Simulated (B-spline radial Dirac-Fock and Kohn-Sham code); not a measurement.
Elastic and transport cross sections of titanium for electrons

Level of theory: relativistic (Dirac) partial waves in the static field of the Dirac-Fock atom with Furness-McCarthy exchange, without polarisation or absorption potentials; an atomic code on a B-spline grid. σ_tr1 and σ_tr2 weight the cross section with 1 − P₁ and 1 − P₂ of cos θ; "backward" is the share scattered beyond 90°.

```csv
energy (eV),σ (a₀²),σ_tr1 (a₀²),σ_tr2 (a₀²),σ/σ_tr1,backward (%)
21400,0.780,0.00666,0.0160,117,0.090
22300,0.753,0.00620,0.0149,121,0.086
30000,0.586,0.00370,0.00906,158,0.060
30100,0.584,0.00368,0.00901,159,0.060
37400,0.487,0.00252,0.00624,193,0.046
41900,?,?,?,?,?
50000,0.382,0.00152,0.00381,252,0.032
50600,0.379,0.00148,0.00373,255,0.032
51000,0.376,0.00146,0.00368,257,0.031
55300,0.352,0.00127,0.00321,277,0.028
62800,0.318,0.00102,0.00259,312,0.024
100000,0.222,0.000458,0.00118,485,0.013
103000,0.217,0.000435,0.00113,499,0.013
130000,0.184,0.000293,0.000768,627,0.0095
200000,0.140,0.000144,0.000382,972,0.0052
300000,0.112,7.48e-05,0.000202,1500,0.0028
```

**Question.** Fill in the row for 41.9 keV.

**Answer.** σ = 0.443 a₀², σ_tr1 = 0.00206 a₀², σ_tr2 = 0.00514 a₀², σ/σ_tr1 = 214, backward 0.040 %. The ratio σ/σ_tr1 is roughly the number of elastic collisions that randomise the direction.

Values without a named source are computed, but for edge energies of neutral atoms, which are taken from tables.
